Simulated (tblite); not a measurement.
Compound: C4H13NP2Si.
Numbering: `[PH2:1][SiH:2]([PH2:3])[N:4]1[CH2:5][CH2:6][CH2:7][CH2:8]1` (hydrogens: H9, H10 on P1; H11 on Si2; H12, H13 on P3; H14, H15 on C5; H16, H17 on C6; H18, H19 on C7; H20, H21 on C8)

Computed with GFN2-xTB (tblite), gas phase: L-BFGS steps from a force-field or distance-geometry start until the largest atomic force falls under 0.01 eV/Å.

Step 5: E = -677.3969 eV
```
atom  x, y, z in Å  |  force x, y, z in eV/Å
P1      2.3074    2.1585   -0.4209   -0.219  -0.413   0.362
Si2     1.6580    0.2011    0.7116    0.167   0.394  -0.630
P3      2.7226   -1.3236   -0.6419   -0.018   0.112   0.220
N4     -0.0565   -0.0382    0.5974    0.104   0.039   0.238
C5     -0.6047   -1.2239   -0.0355    0.226   0.032  -0.002
C6     -2.0929   -1.0743    0.1912    0.002   0.099  -0.014
C7     -2.2612    0.3666   -0.2596    0.035   0.323  -0.012
C8     -0.9644    1.0400    0.2132    0.282   0.111   0.012
H9      1.3852    3.0895    0.0534    0.068  -0.286   0.105
H10     3.2535    2.5497    0.5135   -0.038  -0.080  -0.032
H11     2.0723    0.1772    2.1402   -0.214  -0.035  -0.227
H12     1.7680   -2.3285   -0.6507    0.096   0.134   0.096
H13     3.4454   -1.9502    0.3600   -0.034   0.074  -0.005
H14    -0.1769   -2.1346    0.3638    0.061  -0.121   0.227
H15    -0.3828   -1.1562   -1.1050   -0.077  -0.349  -0.270
H16    -2.6903   -1.7766   -0.3783   -0.065  -0.083  -0.056
H17    -2.3120   -1.1708    1.2518   -0.047  -0.065   0.072
H18    -2.3284    0.4048   -1.3433    0.022  -0.005  -0.157
H19    -3.1327    0.8686    0.1364   -0.233   0.008   0.200
H20    -1.1302    1.7302    1.0451    0.042  -0.169   0.100
H21    -0.4884    1.6078   -0.5883   -0.161   0.280  -0.227
```

Step 6: E = -677.4461 eV
```
atom  x, y, z in Å  |  force x, y, z in eV/Å
P1      2.3014    2.1414   -0.4201   -0.054  -0.086   0.306
Si2     1.6660    0.2141    0.6859    0.027   0.183  -0.039
P3      2.7266   -1.3141   -0.6408   -0.020  -0.025   0.077
N4     -0.0539   -0.0349    0.6012    0.251  -0.078   0.047
C5     -0.5952   -1.2223   -0.0351   -0.048  -0.072  -0.056
C6     -2.0939   -1.0713    0.1892    0.079   0.061   0.068
C7     -2.2596    0.3785   -0.2592   -0.050   0.030  -0.018
C8     -0.9527    1.0416    0.2136   -0.088   0.231  -0.014
H9      1.3925    3.0772    0.0635   -0.013  -0.289   0.070
H10     3.2452    2.5483    0.5151   -0.038  -0.161  -0.105
H11     2.0654    0.1751    2.1404   -0.254  -0.014  -0.493
H12     1.7770   -2.3237   -0.6400    0.062   0.179   0.044
H13     3.4351   -1.9493    0.3582    0.062   0.090   0.080
H14    -0.1741   -2.1393    0.3725    0.010   0.059   0.148
H15    -0.3832   -1.1709   -1.1155   -0.051  -0.290  -0.004
H16    -2.6946   -1.7818   -0.3799    0.073   0.098   0.028
H17    -2.3163   -1.1736    1.2563    0.017  -0.016  -0.160
H18    -2.3292    0.4063   -1.3482    0.029   0.053   0.018
H19    -3.1433    0.8693    0.1417    0.004  -0.025   0.105
H20    -1.1265    1.7277    1.0490    0.088  -0.158   0.066
H21    -0.4954    1.6187   -0.5936   -0.086   0.229  -0.170
```

Step 7: E = -677.4658 eV
```
atom  x, y, z in Å  |  force x, y, z in eV/Å
P1      2.2976    2.1321   -0.4143    0.031   0.068   0.147
Si2     1.6699    0.2228    0.6738   -0.053   0.005   0.173
P3      2.7279   -1.3103   -0.6387    0.027  -0.041   0.006
N4     -0.0499   -0.0344    0.6034    0.155  -0.039  -0.136
C5     -0.5916   -1.2227   -0.0354   -0.109  -0.075  -0.035
C6     -2.0930   -1.0689    0.1887    0.091   0.039   0.052
C7     -2.2595    0.3841   -0.2591   -0.045  -0.077  -0.001
C8     -0.9486    1.0451    0.2128   -0.154   0.155  -0.038
H9      1.3948    3.0677    0.0688   -0.073  -0.252   0.085
H10     3.2418    2.5451    0.5142   -0.003  -0.172  -0.082
H11     2.0584    0.1740    2.1323   -0.235  -0.004  -0.504
H12     1.7811   -2.3190   -0.6352    0.019   0.162   0.031
H13     3.4325   -1.9473    0.3590    0.089   0.096   0.111
H14    -0.1728   -2.1404    0.3786   -0.013   0.115   0.113
H15    -0.3845   -1.1817   -1.1201   -0.029  -0.246   0.101
H16    -2.6951   -1.7821   -0.3800    0.116   0.157   0.047
H17    -2.3177   -1.1751    1.2560    0.036   0.009  -0.187
H18    -2.3290    0.4077   -1.3500    0.020   0.077   0.086
H19    -3.1476    0.8691    0.1459    0.096  -0.035   0.056
H20    -1.1238    1.7242    1.0523    0.098  -0.114   0.064
H21    -0.4999    1.6270   -0.5985   -0.066   0.172  -0.090
```

Step 8: E = -677.4890 eV
```
atom  x, y, z in Å  |  force x, y, z in eV/Å
P1      2.2945    2.1227   -0.4075    0.097   0.191  -0.087
Si2     1.6737    0.2321    0.6631   -0.142  -0.211   0.221
P3      2.7310   -1.3057   -0.6374    0.098  -0.026  -0.028
N4     -0.0438   -0.0338    0.6012   -0.031   0.047  -0.339
C5     -0.5893   -1.2244   -0.0360   -0.098  -0.037   0.010
C6     -2.0905   -1.0655    0.1885    0.073   0.015   0.000
C7     -2.2599    0.3889   -0.2586    0.001  -0.121   0.026
C8     -0.9462    1.0508    0.2107   -0.130   0.022  -0.066
H9      1.3964    3.0514    0.0779   -0.158  -0.172   0.116
H10     3.2371    2.5382    0.5121    0.083  -0.153  -0.009
H11     2.0458    0.1727    2.1142   -0.171   0.002  -0.363
H12     1.7870   -2.3104   -0.6279   -0.054   0.111   0.013
H13     3.4299   -1.9434    0.3621    0.114   0.107   0.127
H14    -0.1716   -2.1391    0.3879   -0.030   0.131   0.092
H15    -0.3861   -1.1995   -1.1233   -0.003  -0.188   0.162
H16    -2.6934   -1.7795   -0.3791    0.121   0.168   0.025
H17    -2.3190   -1.1767    1.2524    0.046   0.032  -0.120
H18    -2.3286    0.4112   -1.3502    0.001   0.088   0.116
H19    -3.1509    0.8683    0.1514    0.155  -0.038   0.017
H20    -1.1184    1.7187    1.0577    0.092  -0.058   0.061
H21    -0.5067    1.6399   -0.6051   -0.065   0.089   0.026
```

Question: Estimate the geometry and energy of step 9. (The exact step hangs on the optimiser's Hessian estimate; all steps are aligned on step 8, rigid shifts and turns removed.)

Answer: E = -677.5119 eV, largest force 0.500 eV/Å
```
atom  x, y, z in Å  |  force x, y, z in eV/Å
P1      2.2937    2.1168   -0.4041    0.107   0.216  -0.270
Si2     1.6751    0.2370    0.6562   -0.190  -0.327   0.018
P3      2.7367   -1.3009   -0.6375    0.147  -0.005  -0.014
N4     -0.0384   -0.0319    0.5914   -0.189   0.118  -0.448
C5     -0.5886   -1.2268   -0.0363   -0.040   0.007   0.043
C6     -2.0867   -1.0618    0.1880    0.029  -0.002  -0.043
C7     -2.2603    0.3914   -0.2572    0.056  -0.084   0.040
C8     -0.9462    1.0569    0.2073   -0.056  -0.079  -0.072
H9      1.3956    3.0311    0.0903   -0.229  -0.078   0.142
H10     3.2328    2.5283    0.5102    0.183  -0.113   0.076
H11     2.0298    0.1712    2.0900   -0.074  -0.004  -0.066
H12     1.7928   -2.2993   -0.6191   -0.117   0.051  -0.011
H13     3.4282   -1.9375    0.3675    0.132   0.116   0.125
H14    -0.1709   -2.1353    0.3994   -0.035   0.106   0.097
H15    -0.3874   -1.2216   -1.1234    0.018  -0.135   0.148
H16    -2.6896   -1.7738   -0.3777    0.078   0.117  -0.039
H17    -2.3198   -1.1776    1.2467    0.045   0.046   0.007
H18    -2.3285    0.4168   -1.3481   -0.020   0.079   0.095
H19    -3.1513    0.8667    0.1570    0.157  -0.029   0.007
H20    -1.1108    1.7125    1.0644    0.070  -0.018   0.042
H21    -0.5151    1.6549   -0.6107   -0.074   0.016   0.122
```

The energy changes by -0.0230 eV. The first-order estimate −F·Δx gives -0.0316 eV and the mean of the old and new forces, exact on a quadratic surface, -0.0229 eV. The step makes an angle of 55° with the force vector and moves no atom by more than 0.029 Å.

What follows is the cost of the whole relaxation. On Arm Neoverse N1, one thread, on a shared host, this took 3.6 s.
